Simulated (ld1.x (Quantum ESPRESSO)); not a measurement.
## Mg TM: all-electron and pseudo phase curves

Mg, norm-conserving Troullier–Martins (Kleinman–Bylander form), made with ld1.x (Quantum ESPRESSO) 7.5 (LDA (PZ), non-relativistic). Core [Ne], reference 3s1.75 3p0.25. Waves: 3p (bound): rc 3.15 bohr; 3s (bound): rc 2.98 bohr. Local part: the s channel. Core correction: none.

The phase is arctan(r·u′/u) with u = r·R(r), unwrapped; energies in Ry, scanned from -2 to 5 Ry. A pole is an energy at which the radial function vanishes at the test radius. The pseudo phase is shifted by a multiple of π to meet the all-electron one at the reference energy, and phase errors are pseudo minus all-electron; the curves can meet again beyond the range given. Levels narrower than the energy grid can be missing from the lists of poles.

```
channel  radius (bohr)  reference energy (Ry)  poles, all-electron  poles, pseudo  unbroken range about the reference energy with phases within 0.05 rad  phase error 1 Ry above the reference energy (rad)
      s           3.39                  -0.37           0.27, 4.28     0.25, 3.18                                                              below 1.0                                             -0.019
      p           3.39                  -0.12           0.85, 4.76     0.73, 3.14                                                              below 0.8                                             -0.058
```

Phases in the s channel:

```
E (Ry)  all-electron  pseudo
 -2.00         1.323   1.322
 -1.52         1.263   1.262
 -1.04         1.120   1.117
 -0.56         0.294   0.291
 -0.08        -1.363  -1.366
  0.40        -1.615  -1.626
  0.88        -1.747  -1.783
  1.36        -1.927  -2.120
  1.84        -2.552  -3.910
  2.32        -4.101  -4.508
  2.80        -4.478  -4.650
  3.28        -4.600  -4.727
  3.76        -4.664  -4.796
  4.24        -4.709  -4.892
  4.72        -4.747  -5.153
```
